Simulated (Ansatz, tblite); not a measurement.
Cost and result up the ladder for WO2(OH)2 (WO4H2) (7 atoms). Total charge 0; singlet. Geometry: PBE-D4/def2-SVP.

```xyz
7

W    -0.113   -0.096   -0.295
O     0.212   -1.608   -1.063
O    -1.136    0.819   -1.342
O     1.510    0.860   -0.042
H     2.404    0.514   -0.215
O    -1.008   -0.431    1.348
H    -1.869   -0.057    1.610
```

Ansatz on 4 threads of Arm Neoverse V1 on a shared host; xTB runs through tblite on one thread. Times are rough, summed over both states, and most runs start from the orbitals of an earlier one. PBE0-D4/def2-TZVP serves as the yardstick here, not as an exact answer. The other state is a triplet.

In the def2 sets W takes a core potential; there is no spin–orbit coupling. The xTB rows come from tblite.

xTB has no spin-polarisation term.

```tsv
level	functions	wall time
GFN2-xTB	27	0.01 s
GFN1-xTB	29	0.015 s
PBE-D4/def2-TZVP	176	5.1 s
r2SCAN-D4/def2-TZVP	176	11 s
PBE0-D4/def2-TZVP	176	13 s
```

(1) Estimate what each level gives for the vertical triplet (eV).

Results:

(1) 
```
              level  vertical triplet (eV)  difference from PBE0-D4/def2-TZVP (eV)
           GFN2-xTB                   4.96                                    0.39
           GFN1-xTB                   6.37                                    1.80
   PBE-D4/def2-TZVP                   4.81                                    0.24
r2SCAN-D4/def2-TZVP                   4.73                                    0.17
  PBE0-D4/def2-TZVP                   4.57                                    0.00
```
